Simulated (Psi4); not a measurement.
Psi4 input (wB97X-D/6-31G*):

```
memory 1500 MB

molecule {
0 2
Na   -0.00000000   -0.00000000   -0.86395200
O     0.00000000    0.00000000    1.18793500
symmetry c1
no_reorient
no_com
}

set {
  basis 6-31G*
  reference uks
  scf_type pk
  dft_radial_points 99
  dft_spherical_points 590
  e_convergence 1e-8
  d_convergence 1e-7
  maxiter 150
}

e = energy('wb97x-d')
print_out(f'\nFINAL {e:.10f} DIPOLE {variable("CURRENT DIPOLE")[0]:.6f} {variable("CURRENT DIPOLE")[1]:.6f} {variable("CURRENT DIPOLE")[2]:.6f}\n')
```

From the output:

```
  HONO-1 :    9  A 1.9981472
  HONO-0 :   10  A 1.0000000
  LUNO+0 :   11  A 0.0018528
  LUNO+1 :   12  A 0.0011542
  LUNO+2 :   13  A 0.0005254
  LUNO+3 :   14  A 0.0000002

Computation Completed

Properties will be evaluated at   0.000000,   0.000000,   0.000000 [a0]

Properties computed using the SCF density matrix

 Multipole Moments:

 ------------------------------------------------------------------------------------
     Multipole            Electronic (a.u.)      Nuclear  (a.u.)        Total (a.u.)
 ------------------------------------------------------------------------------------

 L = 1.  Multiply by 2.5417464519 to convert [e a0] to [Debye]
 Dipole X            :         -0.0000000            0.0000000           -0.0000000
 Dipole Y            :         -0.0000000            0.0000000           -0.0000000
 Dipole Z            :         -2.9878260            0.0000151           -2.9878109
 Magnitude           :                                                    2.9878109

 ------------------------------------------------------------------------------------

FINAL -237.3827652983 DIPOLE -0.000000 -0.000000 -2.987811

*** Psi4 exiting successfully. Buy a developer a beer!
```

The geometry given is a B3LYP-D3(BJ)/def2-TZVP minimum.
